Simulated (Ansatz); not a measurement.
Calculated with Ansatz (gas phase, PBE0-D4/def2-TZVP geometries, no zero-point term in ΔE). CCSD(T)/CBS is the MP2 limit (def2-TZVPP, def2-QZVPP) plus CCSD(T) − MP2 in def2-TZVPP, frozen cores. This one scheme is used for every species. Functionals use def2-TZVPP. B3LYP here is the variant with VWN-RPA as its local correlation; programs differ in this. Each species was taken in one conformer, which may not be the lowest.

Consider the hydrogenolysis of the Si–O bond: `O[SiH2]C(O)O` + H₂ → `OC(O)[SiH3]` + H₂O.

(1) Is it downhill or uphill in electronic energy at CCSD(T)/CBS, and by how much? (Best estimate.)

(2) What do these levels give: PBE-D4, r2SCAN-D4, ωB97X-V, PBE, r2SCAN, B3LYP, HF/def2-TZVPP, CCSD/def2-TZVPP, HF/def2-QZVPP, MP2/def2-QZVPP, MP2/CBS(def2), CCSD/CBS(def2)? (Estimate.)

Largest T1 diagnostic among the species: 0.012.

Results:

(1) Ansatz gave: Uphill: ΔE = +0.76 eV.

(2) Computed: PBE-D4 0.72, r2SCAN-D4 0.83, ωB97X-V 0.78, PBE 0.68, r2SCAN 0.82, B3LYP 0.73, HF/def2-TZVPP 0.71, CCSD/def2-TZVPP 0.74, HF/def2-QZVPP 0.72, MP2/def2-QZVPP 0.83, MP2/CBS(def2) 0.83, CCSD/CBS(def2) 0.74 eV.

The D4 term adds +0.06 eV with B3LYP and +0.03 eV with PBE0; it sums over pairs of atoms, weighted by their polarisabilities, and B3LYP, whose exchange is more repulsive, gets the larger term. In def2-TZVPP, CCSD(T) changes the Hartree–Fock value by +0.05 eV (the triples alone add +0.02 eV) and MP2 by +0.12 eV.
